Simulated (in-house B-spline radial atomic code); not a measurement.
Configurations of Gd⁵⁺, with energies counted from [Kr] 4d10 4f6 5s2 5p5. All numbers are computed (scalar-relativistic (X2C) wB97X, spin-polarised, spherical fractional occupations, exact exchange averaged over the configuration; Fermi nucleus of rms radius 5.1569 fm) with a B-spline radial code for spherical atoms, not measured. Shells without spins written out take the highest spin.

Occupations are held fixed; configurations that lie above the ionisation limit could autoionise.

| configuration | E - E(ref) (eV) | highest orbital | its <r> (bohr) |
| --- | --- | --- | --- |
| [Kr] 4d10 4f5 5s2 5p5 5d1 | 23.826 | 5d up | 1.75 |
| [Kr] 4d10 4f6 5s2 5p4 6s1 | 39.013 | 6s up | 2.617 |
| [Kr] 4d9 4f7 5s2 5p5 | 134.05 | 4f up | 0.7694 |
| [Kr] 4d9 4f6 5s2 5p5 5d1 | 159.51 | 5d up | 1.743 |

Q: Order these further configurations by energy, lowest first.
A. [Kr] 4d10 4f5 5s2 5p5 6s1
B. [Kr] 4d9 4f6 5s2 5p5 6p1
C. [Kr] 4d10 4f5 5s2 5p5 6d1
D. [Kr] 4d10 4f5 5s2 5p5 6p1

A: A (34.749 eV), D (42.568 eV), C (52.707 eV), B (178.4 eV).
